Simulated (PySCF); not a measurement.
r2SCAN0 on Si (silicon, neutral)

Configuration: [Ne] 3s2 3p1 4s1, high-spin 3P determinant (an excited configuration). All numbers are calculated (PySCF 2.14, the spin-free X2C one-electron Hamiltonian (Gaussian nucleus), in aug-cc-pCVQZ-DK (10s9p7d5f3g, 134 functions)).

| Quantity | Value |
| --- | --- |
| Total energy | -289.7660 hartree |
| One-electron energy | -399.1778 hartree |
| Hartree (Coulomb) energy | 130.0999 hartree |
| Exchange-correlation energy | -20.6881 hartree |
| ⟨S²⟩ | 2.0110 |
| ⟨L²⟩ | 2.091 |
| Sum of ⟨r⟩ | 17.40 bohr |
| Sum of ⟨r²⟩ | 62.12 bohr² |
| Traceless quadrupole moment −½Σ⟨3z² − r²⟩ along its main axis | 0.304 e·bohr² |
| Langevin diamagnetic susceptibility | -49.2 ×10⁻⁶ cm³/mol |
| Time after the integrals | of the order of 8 core-seconds |

| shell | electrons | mean orbital energy (eV) | spread (eV) | rms radius, mean of both spins (bohr) |
| --- | --- | --- | --- | --- |
| 1s α | 1 | -1821.5 | 0 | 0.129 |
| 1s β | 1 | -1821.3 | 0 | 0.129 |
| 2s α | 1 | -154.46 | 0 | 0.616 |
| 2s β | 1 | -154.32 | 0 | 0.616 |
| 2p α | 3 | -107.12 | 0.024 | 0.601 |
| 2p β | 3 | -106.89 | 0.433 | 0.601 |
| 3s α | 1 | -16.219 | 0 | 2.25 |
| 3s β | 1 | -14.872 | 0 | 2.25 |
| 3p α | 1 | -8.989 | 0 | 2.72 |
| 4s α | 1 | -2.154 | 0 | 6.46 |

The outer electron is Rydberg-like, and this basis confines it to a smaller radius and binds it less than a complete one would.

Densities and radii are taken from the X2C orbitals without a picture-change correction, which distorts them close to the nucleus.
